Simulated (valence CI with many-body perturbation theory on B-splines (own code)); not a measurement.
**Ir⁷²⁺: electric-dipole lines**

Computed by configuration interaction combined with many-body perturbation theory (CI+MBPT): three valence electrons over a frozen Dirac-Fock core [He], a basis of 11 s, 11 p, 10 d, 8 f, 5 g, 2 h functions for each j, with the one-electron correlation potential Σ1 (screened to all orders), the two-electron term Σ2, the three-electron term Σ3, Breit, model QED; selected single and double excitations, second order for the rest, scaled by the run's own slope (own B-spline code, finite nucleus).

No measured spectrum was set against this ion. As an estimate, large intervals hold to a few tenths of a per cent, small ones and those within an open d or f shell to about a per cent.

Lines 51 to 100 of 578 in falling wavelength, among levels below 137500 × 10³ cm⁻¹, chosen from the strongest by gf and those to the six lowest levels. Wavelengths and rates use the calculated energies. Electric multipoles are in the length gauge with retardation, E1 and E2 with the static RPA response of the core. Weak lines are less certain than strong ones. Lines between different terms over intervals too small for the method are left out, as are lines whose strength nearly cancels. The highest levels of a list are the least certain.

Levels are named by their leading jj configuration (3d3/2^4 stands for four electrons in 3d with j = 3/2), which in mixed levels can hold well under half, so a name can repeat and another be missing. Letters in brackets count levels of one name in rising energy.

```tsv
λ vac (nm)	Upper	Lower	A (s⁻¹)	S (a.u.)
5.155	(2s^2 4d3/2) J=3/2	(2s^2 4p1/2) J=1/2	3.81e+11	1.03e-01
5.144	(2s 2p1/2 4d3/2) J=5/2	(2s 2p1/2 4p1/2) J=3/2	3.40e+11	1.37e-01
5.089	(2s 2p1/2 4p3/2) J=1/2	(2s 2p1/2 4s) J=1/2 [b]	3.50e+11	4.55e-02
5.022	(2s 2p1/2 4d3/2) J=3/2 [b]	(2s 2p1/2 4p1/2) J=3/2	1.90e+11	4.75e-02
5.017	(2s 2p1/2 2p3/2) J=5/2	(2s^2 2p3/2) J=3/2	9.59e+09	3.59e-03
5.017	(2s 2p1/2 4p3/2) J=3/2 [b]	(2s 2p1/2 4s) J=1/2 [b]	2.72e+11	6.79e-02
4.993	(2p1/2^2 4p3/2) J=3/2	(2p1/2^2 4s) J=1/2	5.05e+11	1.24e-01
4.900	(2s 2p1/2 4p3/2) J=3/2 [a]	(2s 2p1/2 4s) J=1/2 [a]	5.14e+11	1.19e-01
4.857	(2s^2 4p3/2) J=3/2	(2s^2 4s) J=1/2	5.29e+11	1.20e-01
4.832	(2s 2p1/2 4p3/2) J=5/2	(2s 2p1/2 4s) J=3/2	4.74e+11	1.58e-01
4.814	(2s 2p1/2 4p3/2) J=3/2 [b]	(2s 2p1/2 4s) J=3/2	2.49e+11	5.48e-02
4.261	(2s 2p1/2^2) J=1/2	(2s^2 2p1/2) J=1/2	2.82e+10	2.16e-03
4.094	(2p1/2^2 2p3/2) J=3/2	(2s 2p1/2 2p3/2) J=1/2	1.55e+10	2.10e-03
3.821	(2s 2p1/2 2p3/2) J=1/2	(2s^2 2p3/2) J=3/2	2.07e+10	1.14e-03
3.799	(2s 2p1/2 2p3/2) J=3/2 [b]	(2s^2 2p3/2) J=3/2	1.50e+10	1.63e-03
3.261	(2p1/2^2 2p3/2) J=3/2	(2s 2p1/2 2p3/2) J=5/2	8.52e+10	5.83e-03
2.940	(2p1/2^2 2p3/2) J=3/2	(2s 2p1/2 2p3/2) J=3/2 [a]	2.25e+10	1.13e-03
2.260	(2p1/2 2p3/2 3d3/2) J=5/2 [b]	(2p1/2 2p3/2 3p1/2) J=3/2 [b]	6.25e+11	2.14e-02
2.242	(2s 2p1/2 3d3/2) J=3/2 [b]	(2s 2p1/2 3p1/2) J=1/2 [b]	6.07e+11	1.35e-02
2.236	(2p1/2 2p3/2 3d3/2) J=3/2 [b]	(2p1/2 2p3/2 3p1/2) J=3/2 [b]	7.02e+11	1.55e-02
2.226	(2s 2p1/2 3d3/2) J=1/2	(2s 2p1/2 3p1/2) J=1/2 [b]	9.25e+11	1.01e-02
2.193	(2p1/2 2p3/2 3d3/2) J=1/2 [b]	(2p1/2 2p3/2 3p1/2) J=3/2 [b]	8.95e+11	9.32e-03
2.191	(2p1/2 2p3/2 3d3/2) J=5/2 [a]	(2p1/2 2p3/2 3p1/2) J=5/2	2.12e+11	6.59e-03
2.176	(2s 2p3/2 3d5/2) J=7/2 [b]	(2p1/2 2p3/2 3s) J=5/2	3.96e+11	1.61e-02
2.176	(2s 2p3/2 3d3/2) J=3/2 [b]	(2s 2p3/2 3p1/2) J=3/2 [b]	4.47e+11	9.09e-03
2.176	(2s 2p3/2 3d3/2) J=5/2 [a]	(2s 2p3/2 3p1/2) J=5/2	6.28e+11	1.92e-02
2.171	(2s 2p3/2 3d3/2) J=3/2 [b]	(2s 2p3/2 3p1/2) J=1/2	5.89e+11	1.19e-02
2.171	(2s 2p3/2 3d3/2) J=5/2 [a]	(2s 2p3/2 3p1/2) J=3/2 [a]	5.46e+11	1.65e-02
2.157	(2p3/2^2 3d3/2) J=7/2	(2p3/2^2 3p1/2) J=5/2	1.21e+12	4.81e-02
2.157	(2p3/2^2 3d3/2) J=3/2 [a]	(2p3/2^2 3p1/2) J=3/2	9.51e+11	1.88e-02
2.156	(2p3/2^2 3d3/2) J=5/2	(2p3/2^2 3p1/2) J=5/2	6.40e+11	1.90e-02
2.153	(2p3/2^2 3p3/2) J=5/2	(2p3/2^2 3s) J=3/2	8.50e+11	2.51e-02
2.151	(2s 2p3/2 3d3/2) J=5/2 [b]	(2s 2p3/2 3p1/2) J=3/2 [b]	1.21e+12	3.57e-02
2.150	(2p3/2^2 3d3/2) J=5/2	(2p3/2^2 3p1/2) J=3/2	5.68e+11	1.67e-02
2.150	(2p3/2^2 3d3/2) J=3/2 [b]	(2p3/2^2 3p1/2) J=1/2	1.18e+12	2.31e-02
2.149	(2p1/2 2p3/2 3p3/2) J=3/2 [a]	(2p1/2 2p3/2 3s) J=3/2 [b]	6.63e+11	1.30e-02
2.148	(2p3/2^2 3p3/2) J=1/2	(2p3/2^2 3s) J=3/2	1.78e+12	1.74e-02
2.147	(2s 2p3/2 3d3/2) J=3/2 [a]	(2s 2p3/2 3p1/2) J=3/2 [a]	9.74e+11	1.90e-02
2.144	(2p1/2 2p3/2 3d3/2) J=3/2 [a]	(2p1/2 2p3/2 3p1/2) J=3/2 [a]	4.67e+11	9.09e-03
2.142	(2p1/2 2p3/2 3d3/2) J=5/2 [a]	(2p1/2 2p3/2 3p1/2) J=3/2 [a]	9.58e+11	2.79e-02
2.142	(2s 2p3/2 3d3/2) J=7/2	(2s 2p3/2 3p1/2) J=5/2	1.17e+12	4.54e-02
2.139	(2s^2 3d3/2) J=3/2	(2s^2 3p1/2) J=1/2	1.18e+12	2.27e-02
2.137	(2p1/2^2 3d3/2) J=3/2	(2p1/2^2 3p1/2) J=1/2	1.19e+12	2.29e-02
2.135	(2s 2p1/2 3d3/2) J=3/2 [a]	(2s 2p1/2 3p1/2) J=1/2 [a]	1.15e+12	2.22e-02
2.132	(2p3/2^2 3d3/2) J=1/2	(2p3/2^2 3p1/2) J=3/2	1.25e+12	1.19e-02
2.129	(2p1/2 2p3/2 3d3/2) J=7/2	(2p1/2 2p3/2 3p1/2) J=5/2	1.21e+12	4.59e-02
2.126	(2s 2p3/2 3p3/2) J=3/2 [a]	(2s 2p3/2 3s) J=3/2 [a]	1.45e+12	2.76e-02
2.126	(2s 2p3/2 3d3/2) J=1/2 [a]	(2s 2p3/2 3p1/2) J=3/2 [a]	1.30e+12	1.23e-02
2.125	(2s 2p1/2 3d3/2) J=5/2	(2s 2p1/2 3p1/2) J=3/2	1.18e+12	3.36e-02
2.122	(2p1/2 2p3/2 3d3/2) J=3/2 [a]	(2p1/2 2p3/2 3p1/2) J=1/2	6.82e+11	1.29e-02
```
